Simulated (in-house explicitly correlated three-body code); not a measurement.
Computed with an exponentially correlated three-body code. Model: two electrons around a point charge, non-relativistic, variational in 260 exponentially correlated functions (energies converged to about 1e-7 hartree, or 1e-8 relative for large Z).

Command:
```bash
python run_hyl.py task.json out
```
Settings (lengths in bohr, energies in hartree):
```
Z                      14
screening              0.28
interaction_strength   1
functions              260
states_tried           13
```

Time taken, with all properties: 2.7 min on 1 thread of Arm Neoverse N1 (shared host).

**Those bound S and P states to n = 4 that converged, binding against the one-electron ion.**

Given: nuclear charge 14; Yukawa screening of all interactions 0.28 1/bohr.

Computed: one-electron threshold -94.1380368 hartree.

| term | energy (hartree) | binding (eV) |
| --- | --- | --- |
| 1 1S | -179.960058 | 2335.3 |
| 2 3S | ? | ? |
| 2 3P | -112.096663 | 488.68 |
| 2 1S | -112.087825 | 488.44 |
| 2 1P | -111.704005 | 477.99 |
| 3 3S | -100.577394 | 175.22 |
| 3 1S | -100.438799 | 171.45 |
| 3 3P | -100.412456 | 170.74 |
| 3 1P | -100.309185 | 167.93 |
| 4 3S | -96.6600934 | 68.629 |
| 4 1S | ? | ? |
| 4 3P | -96.5824255 | 66.515 |
| 4 1P | -96.5438162 | 65.465 |

Task: What belongs in the row 2 3S?

Result: energy (hartree): -112.631427; binding (eV): 503.23.

Task: What belongs in the row 4 1S?

Result: energy (hartree): -96.6086912; binding (eV): 67.23.

**Converged states only, values per electron or pair (inverse distances are <exp(-kr)/r>).**

```json
{"term": "1 1S", "mean r (bohr)": "0.11014", "mean r squared (bohr²)": "0.016234", "mean inverse r (1/bohr)": "13.408", "mean r12 (bohr)": "0.16173", "mean inverse r12 (1/bohr)": "8.1597", "mean cosine": "-0.0094945", "mean p1 dot p2 (bohr⁻²)": "1.7475", "delta r1 (bohr⁻³)": "832.09", "delta r12 (bohr⁻³)": "94.75"}
{"term": "2 3S", "mean r (bohr)": "0.27771", "mean r squared (bohr²)": "0.12479", "mean inverse r (1/bohr)": "8.3767", "mean r12 (bohr)": "0.46632", "mean inverse r12 (1/bohr)": "2.2637", "mean cosine": "-0.0032285", "mean p1 dot p2 (bohr⁻²)": "0.13449", "delta r1 (bohr⁻³)": "484.14", "delta r12 (bohr⁻³)": "-"}
{"term": "2 3P", "mean r (bohr)": "0.24388", "mean r squared (bohr²)": "0.09469", "mean inverse r (1/bohr)": "8.3575", "mean r12 (bohr)": "0.40631", "mean inverse r12 (1/bohr)": "2.7346", "mean cosine": "-0.073847", "mean p1 dot p2 (bohr⁻²)": "-13.2", "delta r1 (bohr⁻³)": "434.09", "delta r12 (bohr⁻³)": "-"}
{"term": "2 1S", "mean r (bohr)": "?", "mean r squared (bohr²)": "?", "mean inverse r (1/bohr)": "?", "mean r12 (bohr)": "?", "mean inverse r12 (1/bohr)": "?", "mean cosine": "?", "mean p1 dot p2 (bohr⁻²)": "?", "delta r1 (bohr⁻³)": "?", "delta r12 (bohr⁻³)": "?"}
{"term": "2 1P", "mean r (bohr)": "0.24795", "mean r squared (bohr²)": "0.098382", "mean inverse r (1/bohr)": "8.3404", "mean r12 (bohr)": "0.39741", "mean inverse r12 (1/bohr)": "3.0497", "mean cosine": "0.059379", "mean p1 dot p2 (bohr⁻²)": "12.888", "delta r1 (bohr⁻³)": "437.03", "delta r12 (bohr⁻³)": "4.9556"}
{"term": "3 3S", "mean r (bohr)": "?", "mean r squared (bohr²)": "?", "mean inverse r (1/bohr)": "?", "mean r12 (bohr)": "?", "mean inverse r12 (1/bohr)": "?", "mean cosine": "?", "mean p1 dot p2 (bohr⁻²)": "?", "delta r1 (bohr⁻³)": "?", "delta r12 (bohr⁻³)": "-"}
{"term": "3 1S", "mean r (bohr)": "0.57888", "mean r squared (bohr²)": "0.63482", "mean inverse r (1/bohr)": "7.4469", "mean r12 (bohr)": "1.0568", "mean inverse r12 (1/bohr)": "1.1022", "mean cosine": "-0.0015999", "mean p1 dot p2 (bohr⁻²)": "0.047429", "delta r1 (bohr⁻³)": "449.45", "delta r12 (bohr⁻³)": "4.7789"}
{"term": "3 3P", "mean r (bohr)": "0.54018", "mean r squared (bohr²)": "0.55345", "mean inverse r (1/bohr)": "7.4471", "mean r12 (bohr)": "0.9823", "mean inverse r12 (1/bohr)": "1.1024", "mean cosine": "-0.016857", "mean p1 dot p2 (bohr⁻²)": "-2.9406", "delta r1 (bohr⁻³)": "435.9", "delta r12 (bohr⁻³)": "-"}
{"term": "3 1P", "mean r (bohr)": "0.54619", "mean r squared (bohr²)": "0.56706", "mean inverse r (1/bohr)": "7.4425", "mean r12 (bohr)": "0.9908", "mean inverse r12 (1/bohr)": "1.1874", "mean cosine": "0.013529", "mean p1 dot p2 (bohr⁻²)": "3.0144", "delta r1 (bohr⁻³)": "436.53", "delta r12 (bohr⁻³)": "1.5234"}
{"term": "4 3S", "mean r (bohr)": "1.0129", "mean r squared (bohr²)": "2.0766", "mean inverse r (1/bohr)": "7.1344", "mean r12 (bohr)": "1.9226", "mean inverse r12 (1/bohr)": "0.47144", "mean cosine": "-0.00042097", "mean p1 dot p2 (bohr⁻²)": "0.014729", "delta r1 (bohr⁻³)": "441.58", "delta r12 (bohr⁻³)": "-"}
{"term": "4 1S", "mean r (bohr)": "1.0243", "mean r squared (bohr²)": "2.1263", "mean inverse r (1/bohr)": "7.1319", "mean r12 (bohr)": "1.9449", "mean inverse r12 (1/bohr)": "0.51601", "mean cosine": "-0.00062908", "mean p1 dot p2 (bohr⁻²)": "0.018666", "delta r1 (bohr⁻³)": "441.44", "delta r12 (bohr⁻³)": "1.8223"}
{"term": "4 3P", "mean r (bohr)": "0.98611", "mean r squared (bohr²)": "1.9783", "mean inverse r (1/bohr)": "7.1316", "mean r12 (bohr)": "1.8696", "mean inverse r12 (1/bohr)": "0.51591", "mean cosine": "-0.0060489", "mean p1 dot p2 (bohr⁻²)": "-1.0463", "delta r1 (bohr⁻³)": "436.26", "delta r12 (bohr⁻³)": "-"}
{"term": "4 1P", "mean r (bohr)": "0.99496", "mean r squared (bohr²)": "2.0158", "mean inverse r (1/bohr)": "7.1296", "mean r12 (bohr)": "1.8861", "mean inverse r12 (1/bohr)": "0.54744", "mean cosine": "0.0048343", "mean p1 dot p2 (bohr⁻²)": "1.0872", "delta r1 (bohr⁻³)": "436.48", "delta r12 (bohr⁻³)": "0.59673"}
```

Task: What belongs in the row 2 1S?

Result: mean r (bohr): 0.28278; mean r squared (bohr²): 0.13028; mean inverse r (1/bohr): 8.3546; mean r12 (bohr): 0.47084; mean inverse r12 (1/bohr): 2.7423; mean cosine: -0.0051889; mean p1 dot p2 (bohr⁻²): 0.15409; delta r1 (bohr⁻³): 482.25; delta r12 (bohr⁻³): 17.096.

Task: What belongs in the row 3 3S?

Result: mean r (bohr): 0.57117; mean r squared (bohr²): 0.61625; mean inverse r (1/bohr): 7.4529; mean r12 (bohr): 1.0427; mean inverse r12 (1/bohr): 0.98029; mean cosine: -0.0010556; mean p1 dot p2 (bohr⁻²): 0.038382; delta r1 (bohr⁻³): 449.85.

**Electric-dipole lines between converged S and P states, rate of the upper state's decay.**

```csv
s state,p state,p minus s (eV),oscillator strength from s,rate (1/s)
1 1S,2 1P,1857.3,0.74895,3.737e+13
1 1S,3 1P,?,?,?
1 1S,4 1P,2269.9,0.050161,3.7381e+12
2 1S,2 1P,10.444,0.041434,6.5373e+07
2 1S,3 1P,320.51,0.38679,5.7472e+11
2 1S,4 1P,422.97,0.089031,2.3039e+11
3 1S,2 1P,-306.54,-0.04902,1.9987e+11
3 1S,3 1P,3.527,0.086726,1.5604e+07
3 1S,4 1P,105.99,0.3984,6.4732e+10
4 1S,2 1P,-410.76,-0.010188,7.459e+10
4 1S,3 1P,-100.7,-0.11064,4.8678e+10
4 1S,4 1P,1.7653,0.15607,7.0348e+06
2 3S,2 3P,14.552,0.055554,1.7015e+08
2 3S,3 3P,332.5,0.37265,5.9588e+11
2 3S,4 3P,436.72,0.086836,2.3954e+11
3 3S,2 3P,-313.46,-0.050017,2.1324e+11
3 3S,3 3P,4.4882,0.10766,3.1367e+07
3 3S,4 3P,108.71,0.38405,6.5645e+10
4 3S,2 3P,?,?,?
4 3S,3 3P,-102.11,-0.1146,5.1846e+10
4 3S,4 3P,2.1134,0.18317,1.1834e+07
```

Task: What belongs in the row 1 1S 3 1P?

Result: p minus s (eV): 2167.4; oscillator strength from s: 0.14655; rate (1/s): 9.9578e+12.

Task: What belongs in the row 4 3S 2 3P?

Result: p minus s (eV): -420.05; oscillator strength from s: -0.010247; rate (1/s): 7.845e+10.

**Static dipole response.**

```
state  polarisability (bohr³)
 1 1S              0.00026085
 2 1S                 0.28521
 2 3S                 0.19786
```
